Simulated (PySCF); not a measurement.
H2B, doublet, geometry from GFN2-xTB. Base run: HF/def2-TZVP (PySCF).

The PySCF input:
```python
from pyscf import gto, scf

mol = gto.Mole()
mol.atom = '''
    B     0.002713    0.144076    0.007331
    H    -1.049928   -0.341529    0.000979
    H     1.036363   -0.378852   -0.037633
'''
mol.basis = 'def2-tzvp'
mol.charge = 0
mol.spin = 1
mol.verbose = 4
mol.build()

mf = scf.UHF(mol)
mf.kernel()
mf.analyze()
```

Variants of this job, named by their change:

```csv
change,E (Eh),HOMO (eV),dipole (D),<S^2>
base,-25.75994,-9.47,0.48,0.754
functional = x3lyp,-25.92521,-5.92,0.50,0.751
functional = scan,-25.91912,-5.31,0.47,0.753
functional = mn12l,-25.91083,-4.70,0.35,0.755
functional = tpssh,-25.94793,-5.56,0.53,0.752
functional = b3lyp; dispersion = d3bj,-25.94632,-5.88,0.50,0.751
functional = pbe0; dispersion = d3zero,-25.89351,-6.17,0.52,0.752
functional = pbe0; dispersion = d3bj,-25.89393,-6.17,0.52,0.752
functional = wb97x,-25.92659,-8.43,0.54,0.752
functional = hse06,-25.89679,-5.77,0.52,0.752
functional = revpbe,-25.92890,-4.92,0.52,0.752
functional = r2scan,-25.91546,-5.29,0.47,0.753
functional = m06l,-25.93676,-5.09,0.37,0.753
```

Absolute energies of different levels of theory aren't comparable as measures of quality.

Open shells are given as the SCF converged; they aren't shown to be the lowest states, and a large step between rows can be another state.
